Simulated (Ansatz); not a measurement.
All values below come from frozen-core CCSD(T)/def2-TZVPP // B3LYP-D3(BJ)/def2-TZVP run with Ansatz (a first-principles code).

Ansatz 0.2 input:
```yaml
crystal:
  periodic: [false, false, false]
  atoms:
    - { symbol: C, position_ang: [-0.798838, -0.079482, 0.049587] }
    - { symbol: C, position_ang: [0.692523, 0.068922, -0.042994] }
    - { symbol: F, position_ang: [1.234253, -0.827112, -0.895684] }
    - { symbol: F, position_ang: [1.290447, -0.113148, 1.153988] }
    - { symbol: F, position_ang: [1.048838, 1.295854, -0.480141] }
    - { symbol: H, position_ang: [-1.039037, -1.079783, 0.404608] }
    - { symbol: H, position_ang: [-1.237118, 0.074838, -0.934504] }
    - { symbol: H, position_ang: [-1.191068, 0.659911, 0.745142] }
basis:
  gaussian: { orbitals: def2-TZVPP }
correlation:
  method: ccsd_t
```

Output:

```
Functional definition: HF
1247 factors; integrals over basis functions are off by at most 1.1e-3 eV
mean field evaluation 1: about -10227.2747 eV, gradient 4.4e1 eV
mean field evaluation 2: about -10227.4457 eV, gradient 4.4e1 eV
mean field evaluation 4: about -10231.0432 eV, gradient 3.7e0 eV
mean field evaluation 8: about -10231.0933 eV, gradient 2.1e-1 eV
mean field evaluation 16: about -10229.9919 eV, gradient 2.5e1 eV
mean field -10231.09348162 eV, -375.9857505654 hartree, gradient 6.3e-6 eV, S^2 0.000000; 0 other end points of the search recorded, 0 dependent functions left out
5 core orbitals not correlated
reference -10231.09348162 eV, -375.9857505654 hartree; 16, 16 occupied and 176, 176 virtual orbitals, 1247 factors
second order -29.38064750 eV of doubles, -0.00000000 eV of singles
cycle   1  -29.15788433 eV  change    2.2e-1 eV  update   1.0e-1
cycle   2  -29.74202814 eV  change   -5.8e-1 eV  update   2.9e-2
cycle   3  -29.86995000 eV  change   -1.3e-1 eV  update   1.3e-2
cycle   4  -29.85452545 eV  change    1.5e-2 eV  update   2.6e-3
cycle   5  -29.85338099 eV  change    1.1e-3 eV  update   1.1e-3
cycle   6  -29.85435147 eV  change   -9.7e-4 eV  update   3.1e-4
cycle   7  -29.85418481 eV  change    1.7e-4 eV  update   1.2e-4
cycle   8  -29.85411135 eV  change    7.3e-5 eV  update   3.2e-5
cycle   9  -29.85411741 eV  change   -6.1e-6 eV  update   1.0e-5
perturbative correction -0.96061825 eV, -0.0353020695 hartree
Total energy: -10261.90821728 eV, -377.1181712138 hartree
```

Cost: around 80 core-seconds (rough).
